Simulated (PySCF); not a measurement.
Cd(OH)(SiMe3), C3H10CdOSi, SMILES [OH][Cd][Si](C)(C)C, GFN2-xTB optimised geometry.

```
16

Cd    -1.54     2.30     0.00
O     -0.93     3.50    -1.51
H     -1.12     4.43    -1.66
Si    -0.80    -0.12     0.00
C      1.13    -0.12     0.00
C     -1.38    -0.89    -1.67
C     -1.37    -1.30     1.41
H      1.54    -1.09    -0.26
H      1.51     0.60    -0.73
H      1.53     0.16     0.97
H     -1.15    -0.22    -2.49
H     -2.46    -1.06    -1.67
H     -0.90    -1.84    -1.87
H     -2.45    -1.39     1.44
H     -1.04    -0.96     2.38
H     -0.96    -2.30     1.26
```

Density from PBE0/def2-TZVP, def2 effective core potentials past Kr (PySCF 2.14.0) at that geometry. The core electrons that the potentials of Cd replace are not part of the density.

Minimum of the electron density along straight lines between bonded atoms, close to the bond critical point (lines longer than 1.1 times the sum of covalent radii, or with two minima, are not listed):

```tsv
bond	length / Å	ρ at the minimum / e bohr⁻³	∇²ρ there / e bohr⁻⁵	position (fraction from the first atom)
Cd1–O2	2.025	0.099	0.51	0.52
O2–H3	0.959	?	?	0.80
Cd1–Si4	2.530	?	-0.01	0.52
Si4–C5	1.929	0.112	0.13	0.39
Si4–C6	1.929	0.112	0.13	0.39
Si4–C7	1.929	0.112	0.13	0.39
C5–H8	1.087	0.274	-0.91	0.64
C5–H9	1.089	0.274	-0.92	0.64
C5–H10	1.088	0.274	-0.91	0.64
C6–H11	1.089	0.274	-0.92	0.64
C6–H12	1.088	0.274	-0.91	0.64
C6–H13	1.087	0.274	-0.91	0.64
C7–H14	1.086	0.275	-0.92	0.64
C7–H15	1.086	0.275	-0.92	0.64
C7–H16	1.086	0.274	-0.92	0.64
```

Q: What belongs in the gaps?

A: 
- O2–H3, ρ at the minimum / e bohr⁻³: 0.361
- O2–H3, ∇²ρ there / e bohr⁻⁵: -2.39
- Cd1–Si4, ρ at the minimum / e bohr⁻³: 0.066
